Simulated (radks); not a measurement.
The numbers below are computed, except where a source is named.
Valence configurations of Ir2+ (all share [Xe]). Level of theory: scalar-relativistic Kohn-Sham, BLYP, spin-polarised, spherical densities, finite nucleus; open shells are filled with parallel spins first (spin-orbit coupling, left out, can overturn this in heavy ions); Fermi nuclear charge, rms radius 5.4032 fm (a radial shooting solver on a logarithmic mesh with Libxc functionals). Energies are relative to 4f14 5d7; eigenvalues in eV for spin up.

4f14 5d7: E (eV) 0.000; moment (Bohr magnetons) 3; e(4f) -79.772; e(5d) -25.105
4f14 5d6 6s1: E (eV) 1.309; moment (Bohr magnetons) 5; e(4f) -83.213; e(5d) -27.777; e(6s) -23.531
4f13.5 5d7 6p0.5: E (eV) 34.171; moment (Bohr magnetons) 4; e(4f) -87.991; e(5d) -27.803; e(6p) -15.470
4f13 5d7 6p1: E (eV) 71.712; moment (Bohr magnetons) 5; e(4f) -96.443; e(5d) -30.587; e(6p) -16.452
4f13 5d8: E (eV) 60.569; moment (Bohr magnetons) 3; e(4f) -91.240; e(5d) -26.371
4f14 5d6.5 6s0.5: E (eV) 0.624; moment (Bohr magnetons) 4; e(4f) -81.470; e(5d) -26.436; e(6s) -22.796
4f14 5d6 6p1: E (eV) 9.455; moment (Bohr magnetons) 5; e(4f) -84.767; e(5d) -29.110; e(6p) -16.245
4f13.5 5d7.5: E (eV) 29.203; moment (Bohr magnetons) 3; e(4f) -85.458; e(5d) -25.746
4f14 5d5.5 6s1.5: E (eV) 3.092; moment (Bohr magnetons) 5; e(4f) -85.054; e(5d) -29.108; e(6s) -24.088
4f12 5d7 6s2: E (eV) 140.98; moment (Bohr magnetons) 5; e(4f) -110.99; e(5d) -33.612; e(6s) -25.270

NIST lists [Xe] 4f14 5d7 as the ground configuration; this level of theory agrees among the configurations tried. The energies are those of spherical high-spin densities, not of single terms.
